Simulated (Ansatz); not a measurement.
Isolated molecules relaxed with PBE0-D4/def2-TZVP in Ansatz; ΔE leaves out vibrations. CCSD(T)/CBS is the MP2 limit (def2-TZVPP, def2-QZVPP) plus CCSD(T) − MP2 in def2-TZVPP, frozen cores. This one scheme is used for every species. Functionals use def2-TZVPP. Elements past krypton have def2 core potentials. For Te outer-core shells are correlated without core-valence functions, which leaves a few kJ/mol of doubt a bond.

`[SiH3][SiH2][SiH3]` + H₂Te → `[SiH3][SiH2][TeH]` + SiH₄  (cleavage of the Si–Si bond)

```json
{"species": "`[SiH3][SiH2][SiH3]`", "LC-ωPBE energy (Eh)": "-873.02936"}
{"species": "H₂Te", "LC-ωPBE energy (Eh)": "-269.24899"}
{"species": "`[SiH3][SiH2][TeH]`", "LC-ωPBE energy (Eh)": "-850.49690"}
{"species": "SiH₄", "LC-ωPBE energy (Eh)": "-291.79973"}
```

Task: Work out ΔE.

Result: ΔE = (-850.49690) + (-291.79973) − (-873.02936) − (-269.24899) = -0.01828 Eh = -11.5 kcal/mol. CCSD(T)/CBS gives -13.9 kcal/mol.

Largest T1 diagnostic among the species: 0.013.

At CCSD(T), def2-SVP lies +2.2 kcal/mol from the extrapolated value and def2-TZVPP +1.6 kcal/mol. Leaving LDA and LC-ωPBE aside and taking each functional with its dispersion term where it has one, the values, not all of them listed here, spread over 4.2 kcal/mol, from BHLYP-D4 to B97M-V.
